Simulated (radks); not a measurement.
Results of a calculation; reference values are marked as such.
Effect of the nuclear size on neutral molybdenum, [Kr] 4d5 5s1. Code: a radial shooting solver on a logarithmic mesh with Libxc functionals. Model: Dirac Kohn-Sham, LDA (Slater exchange, Perdew-Wang correlation), spin-unpolarised, spherical densities, finite nucleus; open shells fill j = l - 1/2 first; Fermi nuclear charge, rms radius 4.4091 fm. The rms radius is varied about that value; shifts are against it.

rms radius (fm) = 3.8006: total energy shift (eV) -0.381; density at nucleus (e/bohr^3) 9.193e+04; 1s1/2 shift (meV) -161; 2s1/2 shift (meV) -17.2
rms radius (fm) = 4.0211: total energy shift (eV) -0.249; density at nucleus (e/bohr^3) 9.137e+04; 1s1/2 shift (meV) -105; 2s1/2 shift (meV) -11.2
rms radius (fm) = 4.4091: total energy shift (eV) 0; density at nucleus (e/bohr^3) 9.046e+04; 1s1/2 shift (meV) 0.000; 2s1/2 shift (meV) 0.000
rms radius (fm) = 4.6736: total energy shift (eV) 0.181; density at nucleus (e/bohr^3) 8.989e+04; 1s1/2 shift (meV) 76.6; 2s1/2 shift (meV) 8.20
rms radius (fm) = 4.8985: total energy shift (eV) 0.343; density at nucleus (e/bohr^3) 8.944e+04; 1s1/2 shift (meV) 145; 2s1/2 shift (meV) 15.5

Slopes of the eigenvalues against <r^2> in GHz/fm^2, as finite differences over the two radii next to the reference (eigenvalue slopes, not the field-shift constants of lines): 1s1/2 7750, 2s1/2 829.
